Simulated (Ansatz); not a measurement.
Two isomers of CH6BFSSi: A = `FC[SiH2]BS`, B = `CSB(F)[SiH3]`.

Program: Ansatz. Geometries: PBE0-D4/def2-TZVP. ΔE: electronic, gas phase. CCSD(T)/CBS is the MP2 limit (def2-TZVPP, def2-QZVPP) plus CCSD(T) − MP2 in def2-TZVPP, frozen cores. DFT in def2-TZVPP. B3LYP here is the variant with VWN-RPA as its local correlation; programs differ in this. One conformer a species, not always the lowest.

Which is lower in electronic energy at CCSD(T)/CBS, and by how much? (Estimate.)

The calculation gave: B, by 185.6 kJ/mol.

Give E(B) − E(A) in kJ/mol with CCSD(T)/def2-TZVPP, B3LYP, HF/def2-TZVPP, MP2/def2-TZVPP, PBE0-D4, r2SCAN-D4, ωB97M-V. (Estimate.)

Computed: CCSD(T)/def2-TZVPP -185.0, B3LYP -180.1, HF/def2-TZVPP -181.7, MP2/def2-TZVPP -193.4, PBE0-D4 -183.2, r2SCAN-D4 -186.5, ωB97M-V -183.6. None reverses the order clearly.

Largest T1 diagnostic: 0.014.

In def2-TZVPP, CCSD(T) changes the Hartree–Fock value by −3.3 kJ/mol (the triples alone add −1.6 kJ/mol) and MP2 by −11.7 kJ/mol.
